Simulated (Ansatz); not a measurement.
Job for Ansatz (a first-principles code): R-PBE0/def2-TZVPP on CH4Sn (SMILES [CH3][SnH]), a point of a torsion scan. Elements past Kr take the def2 small-core potentials; no spin–orbit coupling.

Ansatz 0.2 input:
```yaml
crystal:
  periodic: [false, false, false]
  atoms:
    - {symbol: C, position_ang: [-0.64881980, 0.01771180, -0.01506865]}
    - {symbol: Sn, position_ang: [1.38385028, 0.98918684, -0.09685775]}
    - {symbol: H, position_ang: [-0.77498511, -0.50011706, 0.93757457]}
    - {symbol: H, position_ang: [-1.44318119, 0.76483016, -0.07247300]}
    - {symbol: H, position_ang: [-0.81397072, -0.70732785, -0.80952970]}
    - {symbol: H, position_ang: [2.12320015, -0.33786099, -1.10991787]}
basis:
  gaussian:
    orbitals: def2-TZVPP
hamiltonian:
  xc: {name: PBE0}
scf: {lower_state_search: off}
```

The head of its log:

```
WARN ansatz: RAYON_NUM_THREADS=1 ignored (pool sized by the plan → 1); use --threads N
Functional definition: PBE0
these checks for a lower state are left out or cut short: stability, starts, cluster_reference, orbital_swaps, neighbouring_geometries, increment
integrals: 0.04 GiB planned
877 factors; their error is unknown
mean field: 0.44 GiB planned
mean field evaluation 1: about -6924.6400 eV, gradient 5.4e1 eV
mean field evaluation 2: about -6914.4330 eV, gradient 7.5e1 eV
```

Give the final energy of this run.

-254.7452 hartree.
